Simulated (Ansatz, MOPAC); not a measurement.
Molecule: BiH$_{5}$, net charge 0, singlet state. SMILES: [BiH5]

Atoms: Bi1, H2, H3, H4, H5, H6. Bonds: Bi1-H2, Bi1-H3, Bi1-H4, Bi1-H5, Bi1-H6.

Bond lengths (Å) and angles (degrees) optimised at PM3 with MOPAC; HF/6-31G* with LANL2DZ past Ar with Ansatz (a quantum-chemistry and plane-wave program); PBE/6-31G* with LANL2DZ past Ar with Ansatz, each started from the B3LYP-D3(BJ)/def2-TZVP structure (Ansatz) of the last column. A row stands for all coordinates that are equal there. 6-31G* holds six Cartesian d functions. At PM3 the structure is a saddle point. No wavenumbers were computed at PBE/6-31G* with LANL2DZ past Ar, so these may be saddle points.

```tsv
coordinate	PM3	HF/6-31G* with LANL2DZ past Ar	PBE/6-31G* with LANL2DZ past Ar	B3LYP-D3(BJ)/def2-TZVP
Bi1-H2	1.721	1.814	1.854	1.866
Bi1-H4	1.713	1.740	1.798	1.799
H2-Bi1-H3	180.0	180.0	180.0	180.0
H2-Bi1-H4	90.0	90.0	90.0	90.0
H4-Bi1-H5	120.0	120.0	120.0	120.0
```

Mean signed difference of all 5 bond lengths from B3LYP-D3(BJ)/def2-TZVP: PM3 -0.110 Å, HF/6-31G* with LANL2DZ past Ar -0.057 Å, PBE/6-31G* with LANL2DZ past Ar -0.006 Å.
